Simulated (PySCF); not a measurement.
Molecular orbitals of AsN

TPSS at R = 1.609 Å; As 6-31G(d,p), N 6-31G(d,p); no relativity (PySCF 2.14). State: ¹Σ⁺ (singlet), closed shell. Only the outer orbitals are listed, counted within each symmetry.

| orbital | occ. | ε (eV) | on As (%) | main shells (%) |
| --- | --- | --- | --- | --- |
| 8σ | 2 | -20.87 | 36 | 59 N s, 26 As s |
| 9σ | 2 | -12.65 | 73 | 63 As s, 22 N s, 9 As p |
| 4π | 2 | -7.74 | 47 | 53 N p, 46 As p |
| 4π | 2 | -7.74 | 47 | 53 N p, 46 As p |
| 10σ | 2 | -7.40 | 36 | 54 N p, 29 As p, 10 N s |
| 5π | 0 | -3.11 | 58 | 55 As p, 42 N p |
| 5π | 0 | -3.11 | 58 | 55 As p, 42 N p |
| 11σ | 0 | 0.90 | 103 | 82 As p, 12 As s, 9 As d |

Q: Which are the highest filled and the lowest empty level, where do they sit, and how wide is the gap?

A: Highest filled 10σ at -7.40 eV (in %: 54 N p, 29 As p, 10 N s); lowest empty 5π at -3.11 eV (in %: 55 As p, 42 N p); the gap at TPSS is 4.29 eV.

| Item | Value |
| --- | --- |
| bond order (Mayer) | 2.94 |
| ⟨S²⟩ | 0.000 |
| charge on As (Mulliken, basis-dependent) | 0.25 |
| charge on As (Löwdin, basis-dependent) | 0.28 |
| dipole moment (positive dipole means As(−)N(+)) | -2.50 D |

Shares are Mulliken populations and can fall outside 0 to 100 %.
